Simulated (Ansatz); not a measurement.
H$_{7}$NSi$_{2}$, charge -1, doublet, geometry from GFN2-xTB (a state made from the parent by changing its charge; the spin is typed, not shown lowest) (a gas-phase anion, which may not be bound at this level); MP2/STO-3G run with Ansatz (a program for electronic structure).

The Ansatz input:
Ansatz 0.2 input:
```yaml
crystal:
  periodic: [false, false, false]
  atoms:
    - {symbol: Si, position_ang: [1.61020685, -0.06981424, 0.15318059]}
    - {symbol: N, position_ang: [-0.07554875, -0.50750015, -0.30506465]}
    - {symbol: Si, position_ang: [-1.51933345, 0.33207287, -0.04579283]}
    - {symbol: H, position_ang: [2.17352014, -1.20371441, -0.73162066]}
    - {symbol: H, position_ang: [1.18092653, 1.29518758, 0.69180555]}
    - {symbol: H, position_ang: [2.10678990, -0.63600576, 1.45820873]}
    - {symbol: H, position_ang: [-0.12425191, -1.28894166, -0.94326770]}
    - {symbol: H, position_ang: [-2.63063371, -0.55357444, -0.48159288]}
    - {symbol: H, position_ang: [-1.76361176, 1.62045103, -0.75044676]}
    - {symbol: H, position_ang: [-1.68612541, 0.64747801, 1.38893781]}
basis:
  gaussian:
    orbitals: STO-3G
total_charge: -1
magnetization: {spin_polarized: true, initial_magnetization: 1}
correlation: {method: mp2}
```

Predict the main parts of the log of this Ansatz run.


```
Functional definition: HF
359 factors; integrals over basis functions are off by at most 3.1e-5 eV
mean field evaluation 1: about -17107.5289 eV, gradient 9.8e0 eV
mean field evaluation 2: about -17107.6239 eV, gradient 9.8e0 eV
mean field evaluation 4: about -17108.6816 eV, gradient 8.2e-1 eV
mean field evaluation 8: about -17108.6950 eV, gradient 1.1e-2 eV
mean field -17108.69498302 eV, -628.7329439359 hartree, gradient 1.5e-6 eV, S^2 0.765663; 0 other end points of the search recorded, 0 dependent functions left out
11 core orbitals not correlated
reference -17108.69498302 eV, -628.7329439359 hartree; 11, 10 occupied and 8, 9 virtual orbitals, 359 factors
second order -3.25854805 eV of doubles, -0.00000000 eV of singles
Total energy: -17111.95353106 eV, -628.8526933679 hartree
```
